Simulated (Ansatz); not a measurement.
CH7BO3Si can be A, `OB(O)OC[SiH3]`, or B, `BO[Si](C)(O)O`.

Computed with Ansatz on PBE0-D4/def2-TZVP structures; ΔE is electronic, products minus reactants. CBS: MP2 limit from def2 TZ/QZ plus the TZ coupled-cluster correction, frozen cores. DFT in def2-TZVPP. B3LYP here is the variant with VWN-RPA as its local correlation; programs differ in this. One conformer a species, not always the lowest.

A:

```xyz
13

O    -0.259   -1.747    1.698
B    -0.622   -0.428    1.589
O    -1.296    0.164    2.611
O    -0.350    0.357    0.503
C     0.344   -0.160   -0.616
Si    0.527    1.210   -1.907
H     0.213   -2.091    0.938
H    -1.449   -0.446    3.335
H    -0.195   -1.006   -1.065
H     1.344   -0.522   -0.334
H     1.257    0.648   -3.076
H    -0.813    1.679   -2.339
H     1.299    2.342   -1.337
```

B:

```xyz
13

B    -1.7404    1.0202   -1.0628
O    -1.2078   -0.1578   -0.6935
Si    0.0751   -0.5841    0.2533
C     1.4919    0.5876    0.1122
O    -0.5787   -0.6399    1.7547
O     0.6144   -2.0438   -0.2439
H    -1.2218    2.0553   -0.7306
H    -2.7338    1.0082   -1.7351
H     2.3203    0.2690    0.7496
H     1.1956    1.5936    0.4153
H     1.8591    0.6297   -0.9154
H    -0.0399   -0.9985    2.4605
H    -0.0340   -2.7397   -0.3642
```

Problem. Which is lower in electronic energy at CCSD(T)/CBS, and by how much? (An estimate is asked.)

Solution. Computed: B, by 193.1 kJ/mol.

Problem. Give E(B) − E(A) in kJ/mol with PBE-D4, PBE0-D4, B3LYP-D4, B3LYP, ωB97M-V, HF/def2-TZVPP, B2PLYP. (Estimate.)

Solution. Ansatz gave: PBE-D4 -161.5, PBE0-D4 -171.2, B3LYP-D4 -182.5, B3LYP -177.5, ωB97M-V -186.4, HF/def2-TZVPP -193.7, B2PLYP -187.4. None reverses the order clearly.

Largest T1 diagnostic: 0.012.

The D4 term adds −5.0 kJ/mol with B3LYP and −2.7 kJ/mol with PBE0; it sums over pairs of atoms, weighted by their polarisabilities, and B3LYP, whose exchange is more repulsive, gets the larger term. From PBE to PBE0 (25 % exact exchange), in def2-TZVPP and without D4, E(B) − E(A) moves by −10.0 kJ/mol.
